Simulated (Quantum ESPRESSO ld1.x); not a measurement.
Values are calculated unless marked as measured or tabulated.
All-electron atom: Pr+ in [Xe] 4f3 6s0.5 7s0.5 (fractional occupations, a model configuration). Level of theory: scalar-relativistic Kohn-Sham, PW86 exchange with PBE correlation, spin-unpolarised, spherical densities, point nucleus (ld1.x of Quantum ESPRESSO 7.5).

Unscreened Slater integrals over Kohn-Sham orbitals (cm^-1).

\begin{tabular}{lr}
integral & value \\ \hline
F0(7s,7s) & 22878 \\
F0(7s,4f) & 30865 \\
G3(7s,4f) & 688.50 \\
F0(7s,6s) & 28060 \\
G0(7s,6s) & 1765.3 \\
F0(7s,5p) & 30300 \\
G1(7s,5p) & 982.62 \\
F0(7s,5s) & 30541 \\
G0(7s,5s) & 572.98 \\
F0(4f,4f) & 179400 \\
F2(4f,4f) & 80827 \\
F4(4f,4f) & 49898 \\
F6(4f,4f) & 35676 \\
F0(4f,6s) & 64309 \\
G3(4f,6s) & 3642.8 \\
F0(4f,5p) & 128860 \\
F2(4f,5p) & 48833 \\
G2(4f,5p) & 30574 \\
G4(4f,5p) & 22501 \\
F0(4f,5s) & 144050 \\
G3(4f,5s) & 32918 \\
F0(6s,6s) & 50025 \\
F0(6s,5p) & 61780 \\
G1(6s,5p) & 5236.3 \\
F0(6s,5s) & 62876 \\
G0(6s,5s) & 2865.1 \\
F0(5p,5p) & 112100 \\
F2(5p,5p) & 60359 \\
F0(5p,5s) & 120190 \\
G1(5p,5s) & 80203 \\
F0(5s,5s) & 130850 \\
\end{tabular}

Derived for the open shells (J is the average intra-shell exchange parameter used in DFT+U). 4f: F4/F2 = 0.617, F6/F2 = 0.441, J = (286 F2 + 195 F4 + 250 F6)/6435 = 6490 cm^-1.
